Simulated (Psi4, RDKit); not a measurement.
Torsional profile of SMILES OC[SiH3]. Scanned: dihedral H4–O1–C2–Si3; all other coordinates were relaxed at GFN2-xTB. Points at φ and −φ are mirror images. Heavy atoms are numbered in the order of the SMILES OC[SiH3], hydrogens after them in the order of the atoms that carry them; the mirror image has the same energies with the sign of each dihedral reversed.

- UFF // GFN2-xTB (RDKit)
- B3LYP-D3(BJ)/def2-TZVP // GFN2-xTB (Psi4)
- B3LYP/def2-TZVP // GFN2-xTB (Psi4)

Energies in kJ/mol, each method relative to its own lowest point.

```csv
φ / °,UFF,B3LYP-D3(BJ)/def2-TZVP,B3LYP/def2-TZVP
-160,1.5,1.0,1.0
-140,4.3,3.1,3.2
-120,5.3,4.5,4.7
-100,3.5,3.7,4.0
-80,1.3,1.7,2.2
-60,1.5,0.9,1.4
-40,4.8,2.3,2.9
-20,8.9,4.9,5.6
0,10.6,6.3,7.0
20,8.9,4.9,5.6
40,4.8,2.3,2.9
60,1.5,0.9,1.4
80,1.3,1.7,2.2
100,3.5,3.7,4.0
120,5.3,4.5,4.7
140,4.3,3.1,3.2
160,1.5,1.0,1.0
180,0.0,0.0,0.0
```
